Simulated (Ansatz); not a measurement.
## A barrier at the coupled-cluster level

Start structure (SnH5O2, doublet), relaxed at PBE0-D4/def2-TZVP:

| atom | x (Å) | y (Å) | z (Å) |
| --- | --- | --- | --- |
| H1 | -0.2339 | 0.9534 | 0.6723 |
| Sn2 | 1.1586 | 0.1113 | 0.0920 |
| O3 | -1.5942 | -1.0214 | -0.7406 |
| O4 | -2.3941 | -0.1788 | -0.1520 |
| H5 | 2.4828 | 0.9891 | 0.7209 |
| H6 | 1.1774 | -1.4705 | 0.7078 |
| H7 | 1.1982 | 0.1554 | -1.6045 |
| H8 | -1.7947 | 0.4614 | 0.3042 |

The step: HO₂ ([O][OH]) + SnH₄ → H₂O₂ ([OH][OH]) + SnH₃; bonds formed: H1–O3; bonds broken: H1–Sn2. Computed with Ansatz 0.2.0 (basis: def2-TZVPP and def2-QZVPP); correlated methods freeze the cores; orbitals are unrestricted. Filled d shells of the heavier atoms are correlated. Core potentials replace the inner electrons of the atoms past krypton. The def2 sets are not built for correlating such inner shells, so the correlated values are less sure here. Extrapolation: Hartree–Fock as exp(−7.88 √X), correlation as X^−2.97. Energies below are by CCSD(T) at an estimated basis limit (MP2 extrapolated from triple and quadruple zeta, plus CCSD(T) − MP2 in triple zeta).

Task: What are the electronic barrier and the energy of the step, from the start structure to the end structure? (To be estimated.)

Result: By the calculation: Barrier 14.17 kcal/mol; step energy -11.28 kcal/mol (downhill); reverse barrier, their difference, 25.45 kcal/mol. Barrier and step energy count from the start structure, the reverse barrier from the end structure.

The saddle point: One imaginary mode of 1072i cm⁻¹.
```tsv
pair	start (Å)	saddle (Å)	end (Å)
H1–O3	2.78	1.41	0.97
H1–Sn2	1.73	1.82	3.07
```

Zero-point energy (harmonic, PBE0-D4): ZPE is 26.95 kcal/mol at the start and 24.78 kcal/mol at the saddle, so the barrier goes from 14.17 to 11.99 kcal/mol.

The T1 diagnostic stays at or below 0.024. ⟨S²⟩ of the unrestricted Hartree–Fock references: 0.75 to 0.79 (a pure state has 0.75).

Labels in which every atom is bracketed show which atoms are joined, not bond orders.

For scale, one of the runs: CCSD(T)/def2-TZVPP, 182 basis functions, launched by `ansatz run in.yaml --threads 4 --pin off --events-out ev --progress --plain --max-ram 9574MiB`. The run took 4.6 min on 4 CPU threads of an Arm Neoverse V1 (shared host), with 5.6 GiB of host memory at its peak.
